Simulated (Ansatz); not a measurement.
A first, cheap relaxation of `[AlH2][O][SiH2][SiH3]`.

```yaml
crystal:
  periodic: [false, false, false]
  atoms:
    - {symbol: Al, position_ang: [-0.831800, 2.436400, 0.181900]}
    - {symbol: O, position_ang: [-0.960400, 0.696600, 0.609300]}
    - {symbol: Si, position_ang: [0.290600, -0.044100, -0.275200]}
    - {symbol: Si, position_ang: [0.409800, -2.220300, 0.189400]}
    - {symbol: H, position_ang: [0.024800, 3.469600, 1.014400]}
    - {symbol: H, position_ang: [-1.688700, 3.040700, -1.096400]}
    - {symbol: H, position_ang: [0.153500, 0.131300, -1.705900]}
    - {symbol: H, position_ang: [1.657600, 0.540300, 0.138500]}
    - {symbol: H, position_ang: [-0.945900, -2.803000, -0.167900]}
    - {symbol: H, position_ang: [1.430300, -2.876900, -0.524800]}
    - {symbol: H, position_ang: [0.525500, -2.427400, 1.657500]}
basis:
  gaussian: {orbitals: def2-SVP}
hamiltonian: {xc: pbe, dispersion: d4}
relax: {f_tol: 0.03, max_steps: 200}
```

```sh
$ ansatz run in.yaml --threads 4 --pin off --events-out ev --progress --plain --max-ram 10444MiB
```

Output, abridged:

```
Functional definition: PBE
mean field -24490.87300852 eV, -900.0229825532 hartree, gradient 2.0e-5 eV, S^2 0.000000; 0 other end points of the search recorded, 0 dependent functions left out
relax step   1: F+E_penalty+E_count = -24491.11996297 eV  Δ(F+E_penalty+E_count) = +0.000e0 eV  max|allowed force component| = 2.035e0 eV/Å  Δτ_max = 0.0000 Å  (26 SCF iters, accepted)
mean field -24491.25849284 eV, -900.0371488406 hartree, gradient 2.2e-5 eV, S^2 0.000000; 0 other end points of the search recorded, 0 dependent functions left out
relax step   2: F+E_penalty+E_count = -24491.49966230 eV  Δ(F+E_penalty+E_count) = -3.797e-1 eV  max|allowed force component| = 6.466e-1 eV/Å  Δτ_max = 0.1565 Å  (27 SCF iters, accepted)
mean field -24491.41126545 eV, -900.0427631303 hartree, gradient 7.3e-6 eV, S^2 0.000000; 0 other end points of the search recorded, 0 dependent functions left out
relax step   3: F+E_penalty+E_count = -24491.64836561 eV  Δ(F+E_penalty+E_count) = -1.487e-1 eV  max|allowed force component| = 4.818e-1 eV/Å  Δτ_max = 0.2000 Å  (27 SCF iters, accepted)
mean field -24491.50567412 eV, -900.0462325850 hartree, gradient 6.7e-6 eV, S^2 0.000000; 0 other end points of the search recorded, 0 dependent functions left out
relax step   4: F+E_penalty+E_count = -24491.73997331 eV  Δ(F+E_penalty+E_count) = -9.161e-2 eV  max|allowed force component| = 1.738e-1 eV/Å  Δτ_max = 0.1999 Å  (27 SCF iters, accepted)
mean field -24491.54311954 eV, -900.0476086788 hartree, gradient 4.5e-6 eV, S^2 0.000000; 0 other end points of the search recorded, 0 dependent functions left out
relax step   5: F+E_penalty+E_count = -24491.77441645 eV  Δ(F+E_penalty+E_count) = -3.444e-2 eV  max|allowed force component| = 9.205e-1 eV/Å  Δτ_max = 0.1952 Å  (28 SCF iters, accepted)
mean field -24491.60602330 eV, -900.0499203495 hartree, gradient 4.2e-6 eV, S^2 0.000000; 0 other end points of the search recorded, 0 dependent functions left out
relax step   6: F+E_penalty+E_count = -24491.83699072 eV  Δ(F+E_penalty+E_count) = -6.257e-2 eV  max|allowed force component| = 1.830e-1 eV/Å  Δτ_max = 0.2000 Å  (26 SCF iters, accepted)
mean field -24491.63177835 eV, -900.0508668303 hartree, gradient 2.5e-5 eV, S^2 0.000000; 0 other end points of the search recorded, 0 dependent functions left out
relax step   7: F+E_penalty+E_count = -24491.86353034 eV  Δ(F+E_penalty+E_count) = -2.654e-2 eV  max|allowed force component| = 3.112e-1 eV/Å  Δτ_max = 0.2000 Å  (25 SCF iters, accepted)
mean field -24491.62621158 eV, -900.0506622550 hartree, gradient 1.4e-5 eV, S^2 0.000000; 0 other end points of the search recorded, 0 dependent functions left out
relax step   8: F+E_penalty+E_count = -24491.85890605 eV  Δ(F+E_penalty+E_count) = +4.624e-3 eV  max|allowed force component| = 4.404e-1 eV/Å  Δτ_max = 0.1951 Å  (26 SCF iters, rejected (line search))
mean field -24491.63854007 eV, -900.0511153186 hartree, gradient 2.4e-5 eV, S^2 0.000000; 0 other end points of the search recorded, 0 dependent functions left out
relax step   9: F+E_penalty+E_count = -24491.87067049 eV  Δ(F+E_penalty+E_count) = -7.140e-3 eV  max|allowed force component| = 1.246e-1 eV/Å  Δτ_max = 0.0975 Å  (27 SCF iters, accepted)
mean field -24491.64351592 eV, -900.0512981777 hartree, gradient 7.4e-6 eV, S^2 0.000000; 0 other end points of the search recorded, 0 dependent functions left out
relax step  10: F+E_penalty+E_count = -24491.87635056 eV  Δ(F+E_penalty+E_count) = -5.680e-3 eV  max|allowed force component| = 1.614e-1 eV/Å  Δτ_max = 0.0974 Å  (27 SCF iters, accepted)
mean field -24491.64499332 eV, -900.0513524713 hartree, gradient 2.4e-5 eV, S^2 0.000000; 0 other end points of the search recorded, 0 dependent functions left out
relax step  11: F+E_penalty+E_count = -24491.87852072 eV  Δ(F+E_penalty+E_count) = -2.170e-3 eV  max|allowed force component| = 1.051e-1 eV/Å  Δτ_max = 0.0295 Å  (27 SCF iters, accepted)
mean field -24491.64730034 eV, -900.0514372526 hartree, gradient 2.4e-5 eV, S^2 0.000000; 0 other end points of the search recorded, 0 dependent functions left out
relax step  12: F+E_penalty+E_count = -24491.88134708 eV  Δ(F+E_penalty+E_count) = -2.826e-3 eV  max|allowed force component| = 2.179e-2 eV/Å  Δτ_max = 0.0446 Å  (26 SCF iters, accepted)
mean field -24491.64733639 eV, -900.0514385777 hartree, gradient 2.4e-5 eV, S^2 0.000000; 0 other end points of the search recorded, 0 dependent functions left out
relax step  13: F+E_penalty+E_count = -24491.88180108 eV  Δ(F+E_penalty+E_count) = -4.540e-4 eV  max|allowed force component| = 2.191e-2 eV/Å  Δτ_max = 0.0371 Å  (26 SCF iters, accepted)
mean field -24491.64713669 eV, -900.0514312385 hartree, gradient 2.4e-5 eV, S^2 0.000000; 0 other end points of the search recorded, 0 dependent functions left out
relax step  14: F+E_penalty+E_count = -24491.88193117 eV  Δ(F+E_penalty+E_count) = -1.301e-4 eV  max|allowed force component| = 2.615e-2 eV/Å  Δτ_max = 0.0355 Å  (27 SCF iters, accepted)
mean field -24491.64713669 eV, -900.0514312385 hartree, gradient 2.4e-5 eV, S^2 0.000000; 1 other end points of the search recorded, 0 dependent functions left out
Total energy: -24491.88198041 eV, -900.0600615863 hartree
Atom 0 at    -1.089287     2.449544     0.362686 Å, force     0.014337    -0.026153    -0.007001 eV/Å
Atom 1 at    -0.124756     1.164216    -0.237245 Å, force    -0.008867     0.012653     0.007431 eV/Å
Atom 2 at     0.888847    -0.069970    -0.717004 Å, force     0.000783     0.009560    -0.011972 eV/Å
Atom 3 at     0.182363    -2.073157     0.302321 Å, force    -0.007768     0.016239     0.011308 eV/Å
Atom 4 at    -0.532772     3.280469     1.603886 Å, force    -0.001093     0.000635    -0.003170 eV/Å
Atom 5 at    -2.482432     2.722853    -0.360724 Å, force     0.005442    -0.001076     0.000883 eV/Å
Atom 6 at     0.854629    -0.215456    -2.218305 Å, force    -0.003644     0.001385    -0.001716 eV/Å
Atom 7 at     2.314829     0.232887    -0.325171 Å, force    -0.001019    -0.000910     0.005940 eV/Å
Atom 8 at    -1.233149    -2.392370    -0.102735 Å, force    -0.003703    -0.003668     0.000206 eV/Å
Atom 9 at     1.066490    -3.228661    -0.088703 Å, force     0.008186    -0.002627    -0.006215 eV/Å
Atom 10 at     0.220538    -1.927155     1.801794 Å, force    -0.002654    -0.006038     0.004307 eV/Å
Dipole moment:    -0.004019     0.076310    -0.002814 e Å
```

It took 18 s on 4 threads of an Arm Neoverse V1 on a shared host, with 0.15 GiB of host memory at the peak.
